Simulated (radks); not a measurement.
Q: Calculated with a radial shooting solver on a logarithmic mesh with Libxc functionals: Dirac Kohn-Sham, PBEsol, spin-unpolarised, spherical densities, finite nucleus; open shells fill j = l - 1/2 first; Fermi nuclear charge, rms radius of each element as measured or else 0.836 A^(1/3) + 0.57 fm. Each species is in its NIST ground configuration. Rank C+, Pb+, Sn+, Ge+, Si+ by mean radius of the outermost orbital (bohr), largest first.

A: Sn+ 2.82, Pb+ 2.77, Ge+ 2.52, Si+ 2.45, C+ 1.51.
